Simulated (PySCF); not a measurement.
# Radial density of Sn⁺ (tin, charge +1)

TPSS, [Kr] 4d10 5s2 6s1, 2S determinant (an excited configuration). All numbers are calculated (PySCF 2.14, a scalar-relativistic core potential, in aug-cc-pwCVTZ-PP with ECP28MDF (8s7p6d4f1g, 96 functions)). This is the valence pseudo-density: the core potential removes the inner electrons and smooths the orbitals near the nucleus.

```
r (bohr)  4πr²ρ (e/bohr)  4πr²(ρα − ρβ)
 0.00444       1.526e-05         0.0000
 0.00747       4.008e-05         0.0000
  0.0126       9.437e-05         0.0000
  0.0211       0.0001865         0.0000
  0.0356       0.0003301         0.0000
  0.0598       0.0006226         0.0000
   0.101        0.002858         0.0000
   0.169         0.03175         0.0000
   0.285          0.5486         0.0007
   0.479           8.057         0.0131
   0.805           22.84         0.0037
    1.35           8.737         0.0454
    2.28           1.680         0.0237
    3.83          0.2664         0.1320
    6.45          0.1890         0.1880
    10.8        0.006614         0.0066
```

Energies and moments cover only the electrons outside the core potential. The outer electron is Rydberg-like, and this basis confines it to a smaller radius and binds it less than a complete one would.
